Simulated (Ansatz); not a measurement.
CH$_{6}$AuNS (`C[S][Au-][NH3+]`) at its PBE0-D4/def2-TZVP geometry, where that method's forces vanish. The species carries charge 0 and has multiplicity 1. Au: def2 effective core potential.

```xyz
10

C    -2.1934   -1.1730   -0.4226
S    -1.2732   -0.0996   -1.5631
Au    0.5500    0.5185   -0.4027
N     2.3079    1.1543    0.6260
H    -1.6215   -2.0587   -0.1465
H    -2.4996   -0.6418    0.4784
H    -3.0907   -1.4942   -0.9552
H     2.0748    1.6730    1.4656
H     2.8840    0.3634    0.8920
H     2.8617    1.7583    0.0282
```

What forces (eV/Å) does ωB97M-V/def2-TZVPP give on these atoms in Ansatz 0.2.0? (Estimate.)

Computed: 
```
C1  -0.106 -0.106  0.092
S2  -0.057  0.038 -0.166
Au3  0.037  0.009  0.031
N4   0.075  0.025  0.050
H5  -0.055  0.073 -0.012
H6   0.025 -0.056 -0.069
H7   0.072  0.013  0.071
H8   0.038 -0.025 -0.044
H9  -0.015  0.061 -0.006
H10 -0.014 -0.032  0.053
```
